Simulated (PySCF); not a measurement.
**Hf(45+): ionisation energy**

Hf(45+) [Ar] 3d9 (2D) → Hf(46+) [Ar] 3d8 (3F), as a difference of total energies. All numbers are calculated (PySCF 2.14, scalar relativity by spin-free X2C-1e, in an even-tempered Gaussian basis (18 s from 9.2 bohr⁻², ratio 2.5; 13 p from 12 bohr⁻², ratio 2.5; 8 d from 12 bohr⁻², ratio 2.5; 4 f from 52 bohr⁻², ratio 2.7; 3 g from 78 bohr⁻², ratio 2.7)). Correlated levels: outer shells: [Ne] frozen; virtual orbitals above 40 to 60 times the deepest correlated orbital energy dropped. The calculations carry no spin-orbit coupling.

```csv
method,ionisation energy (eV)
UHF,3882.4
LDA,3882.6
PBE,3881.3
PBE0,3882.2
r2SCAN,3881.0
r2SCANh,3881.4
revPBE,3881.2
MP2 (outer shells),3884.1
SCS-MP2 (outer shells),3883.9
```

Spin-orbit coupling is strong in these open shells (close to jj coupling). The scalar numbers leave it out and a first-order estimate fails, so it can dominate the gap to the real levels.

Breit and QED terms and the two-electron picture change are absent.

For comparison: 3858 ± 4 eV (theoretical estimate listed by NIST; NIST Atomic Spectra Database, ionization energies).
